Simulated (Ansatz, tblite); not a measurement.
Forces on Cu6P⁻ at its PBE0-D4/def2-SVPD geometry. Charge -1, multiplicity 1.

The xTB rows come from tblite. The restricted singlet is unstable towards broken spin symmetry in Hartree–Fock (as tested in another run); at PBE-D4/def2-TZVPD this wasn't settled. Another isomer (singlet) lies 0.09 eV lower at PBE0-D4/def2-TZVPD; other spin states weren't run for this one.

GFN1-xTB (tblite), largest force 0.57 eV/Å:

```xyz
7
positions Å, forces eV/Å
P    -0.798    0.089    2.145   -0.069   -0.034    0.565
Cu   -0.183   -1.546    0.771   -0.107   -0.314   -0.030
Cu   -1.116    0.468   -0.179   -0.119    0.102   -0.508
Cu   -0.685   -1.751   -1.607    0.175    0.393    0.192
Cu    0.821    2.000   -1.201   -0.157   -0.428    0.101
Cu    1.092   -0.332   -0.983    0.135   -0.020   -0.359
Cu    0.870    1.072    1.054    0.141    0.301    0.039
```

GFN2-xTB (tblite), largest force 1.38 eV/Å:

```
P 0.315 0.019 -1.345
Cu -0.374 -0.433 -0.439
Cu -0.353 0.078 0.585
Cu 0.272 -0.002 0.940
Cu 0.129 -0.355 0.900
Cu -0.048 0.050 -0.321
Cu 0.059 0.643 -0.320
```

PBE-D4/def2-TZVPD (Ansatz), largest force 0.16 eV/Å:

```
P 0.110 -0.035 -0.083
Cu -0.008 0.070 0.132
Cu -0.092 0.041 -0.049
Cu -0.063 -0.020 -0.054
Cu -0.029 0.071 -0.045
Cu 0.144 -0.060 -0.023
Cu -0.062 -0.067 0.121
```
